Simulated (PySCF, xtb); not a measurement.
CH5S, SMILES C[SH2+], charge +1.

Harmonic wavenumbers (cm⁻¹) from GFN2-xTB run with xtb 6.7.1 at its own minimum, in rising order: 221, 695, 719, 763, 988, 1005, 1088, 1325, 1391, 1407, 2273, 2283, 3046, 3050, 3067.

### Question
What does B3LYP-D3(BJ)/def2-TZVP run with PySCF give at its own minimum? (An estimate is asked for; the answer gives what the named calculation found.)

### Answer
239, 633, 750, 779, 1059, 1110, 1205, 1371, 1458, 1460, 2614, 2624, 3069, 3166, 3192. Paired by order, the mean absolute difference is 102 cm⁻¹ and the zero-point energies are 33.3 and 35.4 kcal/mol.
